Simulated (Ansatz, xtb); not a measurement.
# Relative energy of two isomers of C4H6ClFSi

Structure I: `F[Si@@H]1CC=C(Cl)C1`, a singlet. Structure II: `F[SiH2][C@@H]1C=C(Cl)C1`, a singlet. Both are isolated molecules in the gas phase, relaxed with PBE0-D3(BJ)/def2-SVP; the shapes shown needn't be the lowest conformers.

I (Å):

```json
{"atom": "C", "x (Å)": "0.0351", "y (Å)": "-1.0123", "z (Å)": "-1.1823"}
{"atom": "C", "x (Å)": "0.0992", "y (Å)": "-0.5898", "z (Å)": "0.2608"}
{"atom": "C", "x (Å)": "0.0519", "y (Å)": "0.7231", "z (Å)": "0.5378"}
{"atom": "C", "x (Å)": "-0.0654", "y (Å)": "1.7353", "z (Å)": "-0.5638"}
{"atom": "Cl", "x (Å)": "0.1304", "y (Å)": "1.3176", "z (Å)": "2.1658"}
{"atom": "F", "x (Å)": "-1.7942", "y (Å)": "0.6974", "z (Å)": "-2.6346"}
{"atom": "Si", "x (Å)": "-0.2659", "y (Å)": "0.6215", "z (Å)": "-2.0714"}
{"atom": "H", "x (Å)": "0.6219", "y (Å)": "0.9247", "z (Å)": "-3.2259"}
{"atom": "H", "x (Å)": "-0.7787", "y (Å)": "-1.7353", "z (Å)": "-1.3661"}
{"atom": "H", "x (Å)": "0.9673", "y (Å)": "-1.5101", "z (Å)": "-1.5033"}
{"atom": "H", "x (Å)": "0.1862", "y (Å)": "-1.3268", "z (Å)": "1.0642"}
{"atom": "H", "x (Å)": "-0.9322", "y (Å)": "2.3998", "z (Å)": "-0.4094"}
{"atom": "H", "x (Å)": "0.8270", "y (Å)": "2.3829", "z (Å)": "-0.6063"}
```

II (Å):

| atom | x (Å) | y (Å) | z (Å) |
| --- | --- | --- | --- |
| C | -0.8383 | -0.1259 | -0.5021 |
| C | -1.1108 | 0.8273 | -1.6531 |
| C | -0.0485 | 1.5898 | -1.3510 |
| C | 0.3722 | 0.8038 | -0.1460 |
| Cl | 0.6498 | 2.9801 | -2.0560 |
| F | 0.0604 | -2.7475 | 0.2449 |
| Si | -0.3684 | -1.8544 | -1.0490 |
| H | 0.8029 | -1.7771 | -1.9671 |
| H | -1.5190 | -2.5383 | -1.7055 |
| H | -1.6213 | -0.1531 | 0.2763 |
| H | -1.8748 | 0.8610 | -2.4310 |
| H | 0.2647 | 1.3288 | 0.8154 |
| H | 1.3750 | 0.3477 | -0.1952 |

Q: Estimate E(II) − E(I) at the level CCSD(T)/def2-SVP + ΔMP2/def2-TZVPP.

A: Calculated at CCSD(T)/def2-SVP + ΔMP2/def2-TZVPP: E(II) − E(I) = +139.8 kJ/mol, so structure I lies lower.

Level by level:

| level | geometry | E(II) − E(I) (kJ/mol) | departure from the last row (kJ/mol) | job, with rough time for the two |
| --- | --- | --- | --- | --- |
| GFN2-xTB | GFN2-xTB | +57.4 | −82.5 | optimisation, 0.24 s |
| HF/STO-3G | GFN2-xTB | +181.4 | +41.5 | single point, 0.58 s |
| r2SCAN-D4/def2-SVP | GFN2-xTB | +146.5 | +6.7 | single point, 4.3 s |
| PBE0-D3(BJ)/def2-SVP | PBE0-D3(BJ)/def2-SVP | +141.7 | +1.9 | optimisation, 62 s |
| HF/def2-SVP | PBE0-D3(BJ)/def2-SVP | +142.5 | +2.6 | part of the CCSD(T) run |
| MP2/def2-SVP | PBE0-D3(BJ)/def2-SVP | +134.8 | −5.0 | part of the CCSD(T) run |
| CCSD(T)/def2-SVP | PBE0-D3(BJ)/def2-SVP | +134.9 | −4.9 | single point |
| CCSD(T)/def2-SVP + ΔMP2/def2-TZVPP | PBE0-D3(BJ)/def2-SVP | +139.8 |  | single point, 58 s |

As drawn, II has 1 C–C, 1 Si–H in place of 1 C–Si, 1 C–H. Structure I has a 5-membered ring, II a 4-membered ring.

The levels shown agree on the order. The largest departure from CCSD(T)/def2-SVP + ΔMP2/def2-TZVPP is that of GFN2-xTB, 82.5 kJ/mol. The last row adds to CCSD(T) the change of the MP2 difference between the two basis sets, here +4.9 kJ/mol.

With thermal terms from frequencies at re-optimised GFN2-xTB minima (ideal gas, soft modes damped towards free rotors, one conformer each, 298.15 K, 1 atm): on the last row, ΔE + ΔZPE = +132.5, ΔH = +133.5, ΔG = +130.6 kJ/mol.

The correlated steps freeze 15 core orbitals. Codes used: Ansatz 0.2.0, xtb 6.7.1; the last row on 4 threads of Intel(R) Xeon(R) Platinum 8175M CPU @ 2.50GHz (Skylake/Cascade Lake) on a shared host.
